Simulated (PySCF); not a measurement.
SMILES C(C)(CC(F)(CC(C)(F)F)F)(F)F (C7H10F6), GFN2-xTB optimised geometry. Atoms within 1.6 Å of the plane z = 1.0 Å (x, y, z in Å): C5 (-0.40, 1.66, 0.00), C6 (0.11, 0.22, 0.00), F7 (1.47, 0.22, 0.00), C9 (-0.43, -0.58, 1.19), C10 (0.33, -1.87, 1.50), C11 (0.63, -2.78, 0.33), F12 (1.47, -1.57, 2.17), F13 (-0.43, -2.56, 2.42), H17 (-1.46, 1.67, 0.26), H18 (0.16, 2.21, 0.75), H19 (-0.40, 0.05, 2.09), H20 (-1.47, -0.84, 0.98), H21 (1.37, -2.31, -0.32), H22 (-0.27, -2.98, -0.23), H23 (1.04, -3.71, 0.71).

Method: PBE0/def2-SVP (PySCF). Cells within 0.4 Å of a nucleus heavier than hydrogen are left out (blank, or x).

Map of the Laplacian of the electron density (e/bohr⁵), clipped to [-1.50, 1.50] on the plane z = 1.0 Å:

```
|88888888888888888888888888888|
|88888888888888888888888888888|
|88888888888888888888888888888|
|88888888888888888888888888888|
|88888888888888888888888888888|
|88888888888888888888888888888|
|88888888888888888888888888888|
|88888888888888888888888888888|
|88888888888899998888888888888|
|88888888888999789888888888888|
|88888888888999998888888888888|
|88888888888999998888888888888|
|88888888888899999998888888888|
|88888888888999999998888888888|
|88888888889998899998888888888|
|8888888888976x799998888888888|
|8888888889704x799988888888888|
|88888888889999799998888888888|
|88888888888999889998888888888|
|88888888888899838998888888888|
|88888888888889968998888888888|
|88888888888889999998888888888|
|88888888888888997998888888888|
|88888888888888998898888888888|
|88888888888888889988888888888|
|88888888888888888888888888888|
|88888888888888888888888888888|
|88888888888888888888888888888|
|88888888888888888888888888888|
```
Scale: ten equal steps from -1.50 (start of '0') to 0.216 (end of '9'), in the order '0123456789'; x runs from -6.00 to 6.00, y from -6.00 (bottom) to 6.00 (top).
